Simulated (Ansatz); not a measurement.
Reaction (redistribution): `NB(N)F` + `CO[Si](F)(Cl)[SeH]` → `NB(F)[SeH]` + `CO[Si](N)(F)Cl`

Gas-phase electronic energies from Ansatz, PBE0-D4/def2-TZVP geometries. CCSD(T)/CBS adds triple-zeta CCSD(T) − MP2 to the extrapolated MP2 energy (def2 sets, frozen cores). DFT in def2-TZVPP. B3LYP here is the variant with VWN-RPA as its local correlation; programs differ in this. For Se outer-core shells are correlated without core-valence functions, which leaves a few kJ/mol of doubt a bond. Scalar relativity is left out up to krypton. One conformer a species, not always the lowest.

`NB(N)F`:

Cartesian coordinates in Å:
```
N 1.072 -0.558 -0.381
B -0.061 -0.210 0.382
N -1.013 0.761 0.012
F -0.247 -0.854 1.554
H 1.716 -1.259 -0.066
H 1.306 -0.145 -1.264
H -0.973 1.297 -0.834
H -1.801 0.967 0.597
```

`CO[Si](F)(Cl)[SeH]`:

```xyz
10

C    -1.398   -0.326    0.936
O    -0.926   -0.293   -0.400
Si    0.494    0.285   -0.897
F     0.674    1.813   -0.504
Cl    0.482    0.194   -2.920
Se    2.168   -0.883    0.064
H    -1.717    0.670    1.252
H    -2.253   -1.002    0.967
H    -0.628   -0.690    1.623
H     3.103    0.234   -0.121
```

`NB(F)[SeH]`:

Cartesian coordinates in Å:
```
N -0.402 -0.457 1.068
B -0.179 0.104 -0.187
F -1.219 0.534 -0.905
Se 1.638 0.275 -0.922
H 0.326 -0.803 1.665
H -1.330 -0.544 1.446
H 1.166 0.890 -2.166
```

`CO[Si](N)(F)Cl`:

```xyz
11

C     1.702   -0.852    0.276
O     0.294   -0.756    0.191
Si   -0.527    0.564   -0.245
N    -2.148    0.308    0.089
F     0.127    1.802    0.514
Cl   -0.321    1.022   -2.224
H     1.945   -1.810    0.736
H     2.154   -0.815   -0.720
H     2.120   -0.047    0.887
H    -2.459   -0.183    0.909
H    -2.886    0.766   -0.414
```

| level | ΔE (kJ/mol) |
| --- | --- |
| B3LYP | 22.9 |
| HF/def2-QZVPP | 19.5 |

**Question.** What does CCSD(T)/CBS give? (Estimate.)

**Answer.** Computed: +22.1 kJ/mol. The listed levels differ from it by 0.8, -2.6 kJ/mol.

Largest T1 diagnostic among the species: 0.011.
